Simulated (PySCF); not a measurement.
BeP⁻: energy against distance

Set-up: Be aug-cc-pVDZ, P aug-cc-pV(D+d)Z; no relativity (PySCF 2.14). Energies in eV from Be + P⁻ in their ground configurations at the same level. All curves are PBE0. state 1: ³Π (triplet), unpaired electrons σ ↑, π ↑; state 2: Ms = 0 determinant of mixed spin (⟨S²⟩ near 1.0), unpaired electrons σ ↑, π ↓, a second solution, started from another occupation; state 3: ¹Σ⁺ (singlet), closed shell, a second solution, started from another occupation.

```json
{"R (Å)": "1.696", "state 1": "-1.940", "state 2": "-1.873", "state 3": "-1.918"}
{"R (Å)": "1.775", "state 1": "-2.358", "state 2": "-2.296", "state 3": "-2.172"}
{"R (Å)": "1.854", "state 1": "-2.591", "state 2": "-2.533", "state 3": "-2.259"}
{"R (Å)": "1.913", "state 1": "-2.673", "state 2": "-2.617", "state 3": "-2.244"}
{"R (Å)": "1.972", "state 1": "-2.695", "state 2": "-2.640", "state 3": "-2.176"}
{"R (Å)": "2.031", "state 1": "-2.669", "state 2": "-2.615", "state 3": "-2.070"}
{"R (Å)": "2.110", "state 1": "-2.581", "state 2": "-2.526", "state 3": "-1.886"}
{"R (Å)": "2.209", "state 1": "-2.411", "state 2": "-2.351", "state 3": "-1.613"}
{"R (Å)": "2.327", "state 1": "-2.160", "state 2": "-2.087", "state 3": "-1.259"}
{"R (Å)": "2.485", "state 1": "-1.805", "state 2": "-1.703", "state 3": "-0.792"}
```

Question: Put a parabola through the three lowest points of the state 1 curve and estimate Re, k and ωe (reduced mass 6.981 u; 1 eV/Å² = 0.16022 mdyn/Å; ωe = 1302.8·√(k/μ) cm⁻¹).

Answer: Through R = 1.913, 1.972, 2.031 Å the second-order coefficient is 6.89 eV/Å², so Re ≈ 1.970 Å, k ≈ 2.21 mdyn/Å and ωe ≈ 733 cm⁻¹. A polynomial fit of higher order to the unrounded PBE0 energies gives Re = 1.967 Å, k = 2.19 mdyn/Å, ωe = 730 cm⁻¹; anharmonicity and rounding make the difference.

The higher-order fit for each curve: state 1: Re = 1.967 Å, ωe = 730 cm⁻¹, De = 2.69 eV; state 2: Re = 1.969 Å, ωe = 736 cm⁻¹, minimum 2.64 eV below the ground-state fragments; state 3: Re = 1.867 Å, ωe = 838 cm⁻¹, minimum 2.26 eV below the ground-state fragments.

For an ion De counts to the pair picked by the measured ionisation energies or electron affinities, which need not be the lowest pair at this level. The state was picked by a PBE0 search and need not be the measured ground state.
